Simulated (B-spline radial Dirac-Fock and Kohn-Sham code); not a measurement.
## Core and valence levels of W²⁷⁺

System: tungsten as W²⁷⁺, [Kr] 4d10 4f1; nuclear rms radius 5.3658 fm (A = 184).

Method: multi-electron Dirac-Fock with separately optimised hole states, Breit and Lamb-shift corrections added in first order. Computed with a radial B-spline solver. Electron correlation is not included. Energies are counted from the vacuum level.

All terms are in eV, carry their sign (relaxation lowers the binding energy) and add up to the binding energy; ⟨r⟩ is the mean radius of the orbital in the initial state.

| subshell | −ε (Koopmans) | relaxation | Gaunt | retardation | QED | binding energy | ⟨r⟩ (bohr) |
| --- | --- | --- | --- | --- | --- | --- | --- |
| 1s | 70873.7 | -68.05 | -252.60 | 23.08 | -120.08 | 70456.1 | 0.018 |
| 2s | 13126.2 | -32.21 | -27.99 | 2.03 | -17.50 | 13050.5 | 0.077 |
| 2p1/2 | 12564.4 | -36.80 | -47.99 | 5.20 | 0.04 | 12484.9 | 0.064 |
| 2p3/2 | 11210.3 | -33.65 | -33.14 | 7.01 | -1.69 | 11148.9 | 0.072 |
| 3s | 3792.0 | -10.90 | -5.23 | 0.34 | -4.06 | 3772.1 | 0.200 |
| 3p1/2 | 3543.5 | -11.81 | -9.07 | 0.87 | -0.08 | 3523.4 | 0.190 |
| 3p3/2 | 3244.1 | -10.61 | -6.04 | 1.33 | -0.42 | 3228.4 | 0.204 |
| 3d3/2 | 2832.5 | -12.88 | -3.89 | 0.33 | 0.32 | 2816.3 | 0.179 |
| 3d5/2 | 2768.3 | -12.41 | -2.67 | 0.36 | 0.15 | 2753.7 | 0.183 |
| 4s | 1465.4 | -1.99 | -1.40 | 0.11 | -1.12 | 1461.0 | 0.427 |
| 4p1/2 | 1358.1 | -2.05 | -2.36 | 0.25 | -0.02 | 1353.9 | 0.427 |
| 4p3/2 | 1276.4 | -1.78 | -1.54 | 0.38 | -0.11 | 1273.4 | 0.451 |
| 4d3/2 | 1097.7 | -1.88 | -0.88 | 0.10 | 0.08 | 1095.1 | 0.450 |
| 4d5/2 | 1081.2 | -1.77 | -0.56 | 0.11 | 0.04 | 1079.1 | 0.457 |
| 4f | 879.0 | -1.94 | 0.05 | 0.01 | 0.06 | 877.1 | 0.440 |

For the deepest level, K (1s), the Breit terms make up -0.326 % of the binding energy, QED -0.170 % and orbital relaxation -0.097 %.

Going to the tabulated ground configuration of the next ion removes an electron from N6,7 (4f), computed at 877.1 eV. NIST lists 881.4 ± 1.6 eV as the ionisation energy of this species (semi-empirical), +4.27 eV from the computed value. Where a p, d or f shell is open in either ion the computed value averages over both j values and all terms, while the table refers to the lowest levels; that difference holds spin-orbit splitting (largest in heavy or highly charged ions), term energies where several electrons share open shells, and correlation, and it can reach 10 % or more.
